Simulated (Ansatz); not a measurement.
Reaction (redistribution): `C[B]([AlH2])NP` + `CO[SiH](C)C` → `CO[B](C)[AlH2]` + `C[SiH](C)NP`

Isolated molecules relaxed with PBE0-D4/def2-TZVP in Ansatz; ΔE leaves out vibrations. CCSD(T)/CBS is the MP2 limit (def2-TZVPP, def2-QZVPP) plus CCSD(T) − MP2 in def2-TZVPP, frozen cores. Functionals use def2-TZVPP. B3LYP here is the variant with VWN-RPA as its local correlation; programs differ in this. One conformer a species, not always the lowest.

`C[B]([AlH2])NP`:

Z-matrix (Å, degrees):
```
C
B 1 1.569
H 1 1.095 2 111.0
H 1 1.093 2 115.5 3 123.8
H 1 1.098 2 109.0 3 -114.9
Al 2 2.156 1 123.8 3 48.5
N 2 1.413 1 121.5 3 -132.4
H 6 1.603 2 118.5 1 178.9
H 6 1.596 2 125.0 1 -1.1
P 7 1.737 2 131.7 1 -0.1
H 7 1.010 2 117.8 1 -179.2
H 10 1.421 7 99.7 2 48.9
H 10 1.421 7 99.6 2 -45.6
```

`CO[SiH](C)C`:

```xyz
15

C    -2.181    0.647   -0.370
O    -0.862    0.520   -0.835
Si    0.426    0.287    0.170
C     1.942    0.360   -0.902
C     0.293   -1.339    1.078
H    -2.263    1.405    0.419
H    -2.815    0.952   -1.205
H    -2.565   -0.302    0.022
H     0.442    1.387    1.184
H     1.926   -0.438   -1.649
H     2.848    0.244   -0.301
H     2.001    1.316   -1.426
H     0.268   -2.179    0.379
H     1.150   -1.476    1.743
H    -0.610   -1.382    1.694
```

`CO[B](C)[AlH2]`:

Z-matrix (Å, degrees):
```
C
O 1 1.404
H 1 1.092 2 109.4
H 1 1.099 2 111.7 3 -120.3
H 1 1.092 2 109.4 3 119.3
B 2 1.355 1 124.3 3 120.4
Al 6 2.168 2 123.4 1 -0.1
C 6 1.573 2 115.9 1 179.8
H 7 1.598 6 122.2 2 -91.1
H 7 1.598 6 122.2 2 92.9
H 8 1.096 6 110.9 2 123.2
H 8 1.097 6 110.5 2 -120.2
H 8 1.094 6 112.9 2 1.2
```

`C[SiH](C)NP`:

Cartesian coordinates in Å:
```
C -1.125 -0.594 -1.132
Si -0.304 0.251 0.314
C -0.614 -0.656 1.915
N 1.415 0.328 0.077
P 2.264 1.091 -1.185
H -2.210 -0.606 -0.999
H -0.913 -0.072 -2.068
H -0.779 -1.626 -1.232
H -0.849 1.639 0.404
H -0.137 -0.149 2.759
H -1.686 -0.708 2.124
H -0.232 -1.679 1.868
H 2.017 0.038 0.831
H 1.669 0.469 -2.321
H 1.484 2.274 -1.356
```

```csv
level,ΔE (kcal/mol),difference from CCSD(T)/CBS
PBE0-D4,5.2,-0.9
B3LYP-D4,5.7,-0.4
ωB97M-V,5.7,-0.4
B2PLYP,6.1,0.0
r2SCAN,5.6,-0.5
PBE0,5.4,-0.7
B3LYP,5.8,-0.3
MP2/def2-TZVPP,6.6,0.5
MP2/def2-QZVPP,6.4,0.3
MP2/CBS(def2),6.3,0.2
CCSD(T)/CBS,6.1,0
```

Largest T1 diagnostic among the species: 0.014.

CCSD(T)/CBS has its own doubt, a few kJ/mol and more with outer-core shells, so smaller differences from it don't rank the levels.
